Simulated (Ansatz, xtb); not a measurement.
C4H4BrClF2: 5 structures ranked

5 gas-phase structures of C4H4BrClF2, from a drawn sample of its isomers (lower ones may exist). Each was relaxed with GFN2-xTB; where two conformers were screened, the lower at r2SCAN-D4/def2-SVP is listed:

A. `FC(F)=C(Br)CCCl`, a singlet
B. `C=C[C@H](Cl)C(F)(F)Br`, a singlet
C. `F/C(=C/Br)[C@H](F)CCl`, a singlet
D. `F/C(=C/CCl)[C@H](F)Br`, a singlet
E. `C/C(Cl)=C\C(F)(F)Br`, a singlet

Task: Make a reasoned guess at their ranking by r2SCAN-D4/def2-SVP single-point energy.

Result: Calculated order at r2SCAN-D4/def2-SVP: E (0.0), B (6.1), A (7.4), C (13.9), D (14.2) kcal/mol. Less than 1 kcal/mol parts C and D, so the order within that pair means little.

Energies above the lowest of each column, in kcal/mol; the last columns are at PBE0-D3(BJ)/def2-SVP geometries (a dash: not run or not comparable):

| structure | GFN2-xTB | HF/STO-3G | r2SCAN-D4/def2-SVP | PBE0-D3(BJ)/def2-SVP | CCSD(T)/def2-SVP + ΔMP2/def2-TZVPP |
| --- | --- | --- | --- | --- | --- |
| E | 0.0 | 7.1 | 0.0 | 0.0 | 0.0 |
| B | 11.0 | 11.2 | 6.1 | 5.6 | 2.7 |
| A | 6.1 | 0.0 | 7.4 | 5.2 | 6.0 |
| C | 10.1 | 12.0 | 13.9 | 11.9 | 9.0 |
| D | 10.4 | 12.9 | 14.2 | 12.2 | – |

CCSD(T)/def2-SVP + ΔMP2/def2-TZVPP puts E lowest of those it was run on; HF/STO-3G picks A. Some further structures that were screened fall inside this span and aren't listed. Flexible structures stand in one conformer each, not always the lowest. Frequencies (GFN2-xTB) were run for A, B, C, E alone. ΔMP2 is the change of the MP2 energy from the smaller to the larger basis.

Over these structures GFN2-xTB departs from r2SCAN-D4/def2-SVP by 2.6 kcal/mol on average once a common shift is removed. A GFN2-xTB relaxation took about 0.12 s and the r2SCAN-D4/def2-SVP energy about 2.8 s on a shared host (Ansatz 0.2.0, xtb 6.7.1).
